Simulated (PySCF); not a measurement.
Problem. Give a PBE0-D3(BJ)/def2-SVP geometry of `CO[SiH2][SeH]`.

Solution. 
```xyz
10
CH6OSeSi angstrom
C     -1.4505   -0.5412   -0.5094
O     -0.0534   -0.5303   -0.6191
Si     0.9628    0.4383    0.2653
Se     3.0604   -0.4147    0.2328
H     -1.9107    0.2605   -1.1141
H     -1.7917   -0.4193    0.5359
H     -1.8288   -1.5060   -0.8802
H      1.1131    1.8013   -0.3242
H      0.4209    0.5352    1.6560
H      2.6587   -1.6356    0.9495
```

Orientation and origin are arbitrary. Atoms count from 1 in this order. Si3 (oxygen-bound silicon) is distorted tetrahedral (angles from 104.2° to 112.6°).

Bonds between heavy atoms (Å): C1–O2 1.401, O2–Si3 1.659, Si3–Se4 2.265.

Method used: PBE0-D3(BJ)/def2-SVP geometry optimisation, gas phase (PySCF).

Point group: C1 (no symmetry element, even within 0.4 Å). No frequency check. The numbers are those of one conformer (C1–O2–Si3–Se4 161°, O2–Si3–Se4–H -64°).

On one thread of an Arm Neoverse V2 (shared host), this took 54 s. These figures are those of the optimisation.
